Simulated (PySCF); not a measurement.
C2H6F2Ge.

```xyz
11

Ge     0.4944    -0.3197     0.0000
F      0.8252     0.6983     1.3699
F      0.8252     0.6983    -1.3699
C     -1.3909    -0.7196     0.0000
C     -2.2246     0.5668     0.0000
H      1.5358    -1.4388     0.0000
H     -1.6051    -1.3409    -0.8855
H     -1.6051    -1.3409     0.8855
H     -2.0024     1.1783    -0.8880
H     -3.3025     0.3427     0.0000
H     -2.0024     1.1783     0.8880
```
Charge 0, spin multiplicity 1.

Coordinates come from a ωB97X-D3(BJ)/def2-SVP optimisation. Other conformers were not sampled.

Method: KT2/pcSseg-1 run with PySCF. Non-relativistic, no solvent.

Give the absolute GIAO shielding of each atom: isotropic value and principal components (ppm). (An estimate is asked for; the answer gives what the named calculation found.)


```tsv
atom	σ(iso)	σ11	σ22	σ33	span
Ge1	1250.8	1142.4	1246.2	1363.8	221.4
F2	327.3	211.8	354.0	416.2	204.4
F3	327.3	211.8	354.0	416.2	204.4
C4	165.9	158.1	159.8	179.7	21.6
C5	175.4	170.0	170.6	185.6	15.7
H6	25.1	18.9	19.4	37.2	18.3
H7	30.0	25.7	28.1	36.2	10.6
H8	30.0	25.7	28.1	36.2	10.6
H9	29.7	24.5	29.0	35.6	11.1
H10	29.9	24.9	27.2	37.6	12.6
H11	29.7	24.5	29.0	35.6	11.1
```
